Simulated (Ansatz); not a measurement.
`CC[CH](F)[AlH2]` and `BC(F)CC` differ in one element.

Ansatz, PBE0-D4/def2-TZVP geometries, multiplicity 1. Each molecule was computed in one conformer, which needn't be the lowest.

```json
{"property": "HOMO–LUMO gap (PBE/def2-TZVPP) / eV", "`CC[CH](F)[AlH2]`": "3.72"}
{"property": "HOMO–LUMO gap (PBE0/def2-TZVPP) / eV", "`CC[CH](F)[AlH2]`": "5.85"}
{"property": "size of the dipole moment (B3LYP/def2-TZVPP) / D", "`CC[CH](F)[AlH2]`": "1.58"}
{"property": "size of the dipole moment (PBE/def2-TZVPP) / D", "`CC[CH](F)[AlH2]`": "1.47"}
{"property": "LUMO energy (ωB97M-V/def2-TZVPP) / eV", "`CC[CH](F)[AlH2]`": "-0.02"}
{"property": "LUMO energy (PBE/def2-TZVPP) / eV", "`CC[CH](F)[AlH2]`": "-2.36"}
```

(1) Give the same properties after the change, and the shifts. (Estimate.)

## Answers

(1) Ansatz gave: 
```csv
property,`BC(F)CC`,shift
HOMO–LUMO gap (PBE/def2-TZVPP) / eV,4.29,0.57
HOMO–LUMO gap (PBE0/def2-TZVPP) / eV,6.86,1.01
size of the dipole moment (B3LYP/def2-TZVPP) / D,1.92,0.34
size of the dipole moment (PBE/def2-TZVPP) / D,1.82,0.35
LUMO energy (ωB97M-V/def2-TZVPP) / eV,0.20,0.22
LUMO energy (PBE/def2-TZVPP) / eV,-2.74,-0.38
```

With PBE0 the HOMO falls by 1.12 eV and the LUMO falls by 0.12 eV, so the gap widens by about 1.00 eV. PBE moves the HOMO by -0.94 eV and ωB97M-V by -1.23 eV. Dipoles are sizes alone; their direction can turn.

B3LYP here is the variant with VWN-RPA as its local correlation; programs differ in this.
